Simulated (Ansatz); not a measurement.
Cost and result for the atomization energy of `FC[CH2][InH][SH]` (11 atoms, 10 bonds).

Z-matrix (Å, degrees):
```
C
C 1 1.500
F 1 1.426 2 109.3
H 1 1.091 2 112.6 3 -116.9
H 1 1.091 2 114.3 3 117.3
In 2 2.177 1 103.2 3 17.4
H 2 1.090 1 112.8 3 -99.9
H 2 1.090 1 112.0 3 136.9
S 6 2.396 2 115.4 1 -109.9
H 6 1.713 2 128.7 1 74.1
H 9 1.343 6 94.2 2 2.9
```

Total charge 0; spin multiplicity 1. Correlated methods include outer-core shells of In, which these sets cover unevenly. In: def2 effective core potential. The structure was optimised at the PBE0-D4/def2-TZVP level. It is one conformer, not always the lowest. Program: Ansatz. All runs use 4 threads of an Arm Neoverse V1 on a shared host. Times are those of one run each, without the atoms' runs, and a repeat can differ threefold. Electronic energies, without spin–orbit coupling; frozen cores. CCSD(T)/CBS adds CCSD(T) − MP2 in def2-TZVPP to the MP2 limit, and its time is that of the two runs behind it. T1 = 0.013. With those shells the extrapolation isn't a true limit. B3LYP takes the VWN-RPA correlation (the form of Gaussian; ORCA's B3LYP/G).

CCSD(T)/CBS is a level of theory with its own doubt, some kJ/mol a heavy atom from the limit and from the frozen cores, so smaller differences don't rank the functionals.

```json
{"level": "revPBE-D4/def2-TZVPP", "functions": "269", "wall time": "2.6 s"}
{"level": "BLYP-D4/def2-TZVPP", "functions": "269", "wall time": "2.7 s"}
{"level": "PBE0-D4/def2-TZVPP", "functions": "269", "wall time": "4.3 s"}
{"level": "BHLYP-D4/def2-TZVPP", "functions": "269", "wall time": "4.7 s"}
{"level": "B3LYP-D4/def2-TZVPP (with forces)", "functions": "269", "wall time": "7 s"}
{"level": "B2PLYP/def2-TZVPP", "functions": "269", "wall time": "8.5 s"}
{"level": "PBE-QIDH/def2-TZVPP", "functions": "269", "wall time": "8.5 s"}
{"level": "CCSD(T)/def2-SVP", "functions": "116", "wall time": "12 s"}
{"level": "B97M-V/def2-TZVPP", "functions": "269", "wall time": "14 s"}
{"level": "ωB97M-V/def2-TZVPP (with forces)", "functions": "269", "wall time": "16 s"}
{"level": "MP2/def2-QZVPP", "functions": "503", "wall time": "30 s"}
{"level": "CCSD(T)/def2-TZVPP", "functions": "269", "wall time": "6.7 min"}
{"level": "CCSD(T)/CBS(def2)", "functions": "–", "wall time": "7.2 min"}
```

**Question.** What atomization energy does each give, and how far from CCSD(T)/CBS? (Best estimate.)

**Answer.** Computed: 
```csv
level,atomization (kcal/mol),difference from CCSD(T)/CBS,per bond
revPBE-D4/def2-TZVPP,863.7,-12.5,-1.2
BLYP-D4/def2-TZVPP,863.6,-12.6,-1.3
PBE0-D4/def2-TZVPP,873.7,-2.5,-0.3
BHLYP-D4/def2-TZVPP,844.6,-31.6,-3.2
B3LYP-D4/def2-TZVPP (with forces),867.0,-9.2,-0.9
B2PLYP/def2-TZVPP,859.1,-17.1,-1.7
PBE-QIDH/def2-TZVPP,868.3,-7.9,-0.8
CCSD(T)/def2-SVP,825.4,-50.8,-5.1
B97M-V/def2-TZVPP,877.8,1.6,0.2
ωB97M-V/def2-TZVPP (with forces),877.6,1.4,0.1
MP2/def2-QZVPP,876.3,0.1,0.0
CCSD(T)/def2-TZVPP,853.4,-22.8,-2.3
CCSD(T)/CBS(def2),876.2,0.0,0.0
```

From PBE to PBE0 (25 % exact exchange), in def2-TZVPP and without D4, the atomization energy moves by −13.1 kcal/mol: exact exchange takes away binding that semilocal exchange gives to molecules. In def2-TZVPP, CCSD(T) changes the Hartree–Fock value by +223.0 kcal/mol (the triples alone add +13.8 kcal/mol) and MP2 by +232.5 kcal/mol; breaking electron pairs costs correlation energy, which Hartree–Fock lacks. At CCSD(T), def2-SVP lies −50.9 kcal/mol from the extrapolated value and def2-TZVPP −22.8 kcal/mol: correlation converges slowly with the basis, and small sets miss more of it in the bonded molecule than in its fragments.

Spin–orbit coupling would lower the free In atoms strongly, and the atomization energy with them, by more than many differences here.
